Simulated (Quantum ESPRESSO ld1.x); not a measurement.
Q: The mean radii <r> (bohr) of the occupied orbitals of an atom or ion are listed with their occupations. Calculated with ld1.x of Quantum ESPRESSO 7.5: Dirac Kohn-Sham, relativistic LDA (MacDonald-Vosko exchange, VWN5 correlation), spin-unpolarised, spherical densities, point nucleus.

| orbital | occ. | <r> |
|---|---|---|
| 1s1/2 | 2 | 0.04290 |
| 2s1/2 | 2 | 0.1884 |
| 2p1/2 | 2 | 0.1618 |
| 2p3/2 | 4 | 0.1655 |
| 3s1/2 | 2 | 0.4863 |
| 3p1/2 | 1.66667 | 0.4732 |
| 3p3/2 | 3.33333 | 0.4796 |

Name the element and its charge. Open shells, if any, are shared by 2j + 1.

A: Z = 35, bromine, charge +18: Br18+ in [Ne] 3s2 3p5. The 1s radius gives Z: for a bare nucleus <r> = (2 gamma + 1)/(2Z) with gamma = sqrt(1 - (Z/c)^2), 0.04191 bohr for Z = 35, and screening makes it slightly larger (0.04290 here). The occupations add up to 17, and the charge is Z minus that.
